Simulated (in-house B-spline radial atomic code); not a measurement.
Results of a calculation; reference values are marked as such.
# Correlation energy from the adiabatic connection: −Z/r, Z = 1.1

Two electrons in a singlet, external potential −Z/r, Z = 1.1 (atomic units). Full CI in B-splines (partial waves to l = 8, correlation up to 0.6 % small) with the density held fixed gives W(λ) = <V_ee>_λ − U, and E_c is the integral of W(λ) − W(0) from 0 to 1.

```csv
λ,W(λ) − W(0) (hartree)
0,0.00000
0.02,-0.00222
0.05,-0.00547
0.12,-0.01262
0.25,-0.02454
0.4,-0.03641
0.6,-0.04974
0.8,-0.06083
1,-0.07018
```

Q: Integrate the table by the trapezoid rule.

A: The strips give -0.00002, -0.00012, -0.00063, -0.00242, -0.00457, -0.00861, -0.01106, -0.01310, which sum to -0.04053 hartree. The direct value, W(1) − W(0) + T_c with T_c = 0.02951, is -0.04067; the curve is convex, so chords lie above it and the trapezoids fall short in size by 0.36 %.

Q: Now use only three numbers: W(0) = -0.45118, the initial slope W'(0) = -0.1124 (extrapolated from the first points) and the strong-coupling limit of the point-charge-plus-continuum model, W∞ = -0.65325. What do second-order theory and the interpolation W(λ) = W∞ + (W(0) − W∞)/√(1 + 2χλ) of Seidl, Perdew and Levy give?

A: Second order keeps the slope alone: E_c = W'(0)/2 = -0.05620, +38 % in size against -0.04067. Matching the slope fixes χ = W'(0)/(W∞ − W(0)) = -0.1124/(-0.20207) = 0.55624. Integrating, with s = √(1 + 2χ) = 1.453439, E_c = −(W(0) − W∞)(s − 1)/(s + 1) = −0.20207 × 0.453439/2.453439 = -0.03735 hartree, -8.2 % in size against the full result. At λ = 1 the formula gives W − W(0) = -0.06304 against -0.07018. Part of the miss can come from the model's W∞.
